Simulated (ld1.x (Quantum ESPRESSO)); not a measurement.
**Before and after: TM potential for Te (Z = 52)**

ld1.x (Quantum ESPRESSO) 7.5 input, shortened:

```
&input
   title='Te', zed=52., rel=1, dft='PBESOL', iswitch=3,
   config='[Kr] 4d10 5s2 5p4'
 /
 &inputp
   pseudotype=2, tm=.true., lloc=-1, rcloc=1.85,
   nlcc=.true.
 /
3
5S  1  0   2.00   0.00  1.50  1.50  0.0
5P  2  1   4.00   0.00  2.25  2.25  0.0
4D  3  2  10.00   0.00  1.05  1.05  0.0
 &test
   configts(1)='4d10 5s2 5p4'
 /
```

All-electron outer shells of the reference configuration (PBEsol, scalar-relativistic, ld1.x):

| shell | level (eV) | outermost node (bohr) | outermost maximum (bohr) |
| --- | --- | --- | --- |
| 4s | -164.15 | 0.38 | 0.70 |
| 4p | -114.23 | 0.38 | 0.74 |
| 4d | -41.59 | 0.36 | 0.81 |
| 5s | -15.15 | 0.91 | 1.80 |
| 5p | -5.97 | 1.00 | 2.17 |

Change: wave 4d (bound): rc 1.05 bohr becomes 4d (bound): rc 1.24 bohr.

Cutoffs: the cutoffs (Ry, on a coarse ladder) from which the occupation-weighted sum of valence levels, in a spherical-Bessel basis at the reference potential, stays within 10 and 1 mRy of its value at 400 Ry; they do not see the model core or the augmentation charge, which bear on the density cutoff. Errors are all-electron minus pseudo energies relative to the spin-unpolarised reference configuration.

What does the change do?

The potential gets softer (120 Ry and 200 Ry → 110 Ry and 180 Ry); both files keep a bound ghost (s); the errors of the 7 common tests hardly move. A larger radius leaves more room for a smooth pseudo-wave, so fewer plane waves are needed.

```tsv
quantity	base	changed
cutoff, loose	120 Ry	110 Ry
cutoff, tight	200 Ry	180 Ry
loose cutoff by channel (10 mRy a level)	s 35 Ry, p 10 Ry, d 100 Ry	s 35 Ry, p 10 Ry, d 90 Ry
bound ghosts	s	s
error for 4d10 5s2 5p3, meV [ΔE 9.75 eV]	+2.8	+2.9
error for 4d10 5s2 5p2, meV [ΔE 27.72 eV]	+22	+22
error for 4d10 5s2 5p1, meV [ΔE 54.68 eV]	+71	+71
error for 4d10 5s2 5p3.5, meV [ΔE 3.91 eV]	+0.1	+0.1
error for 4d10 5s1 5p4, meV [ΔE 19.63 eV]	+13	+13
error for 4d10 5s1 5p5, meV [ΔE 9.29 eV]	-0.8	-0.8
error for 4d10 5s2 5p4.3, meV [ΔE -1.47 eV]	+0.6	+0.6
s: phases at 2.44 bohr within 0.05 rad from the reference energy up to (Ry; the scan ends near 5)	-0.5	-0.5
p: phases at 2.44 bohr within 0.05 rad from the reference energy up to (Ry; the scan ends near 5)	2.1	2.1
d: phases at 2.44 bohr within 0.05 rad from the reference energy up to (Ry; the scan ends near 5)	0.4	0.4
```

 A true bound ghost makes a file unfit for plane-wave use even where its test errors are small: the radial tests pick states by their node count and pass the ghost by.
